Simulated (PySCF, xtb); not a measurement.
Ge(Me)(OH)3 (CH6GeO3), SMILES [OH][Ge]([OH])([OH])[CH3].

GFN2-xTB (xtb) at its own geometry gives an orbital gap of 7.49 eV and a dipole moment of 1.26 D.

The structure is a stationary point at PBE-D3(BJ)/def2-SVP. The values are those of a single conformer.

Task: What does PBE/def2-TZVP run with PySCF give? (The exact figures need the calculation; the answer reports its results.)

Result: gap 6.07 eV (levels -6.90 and -0.84 eV), dipole 0.42 D.
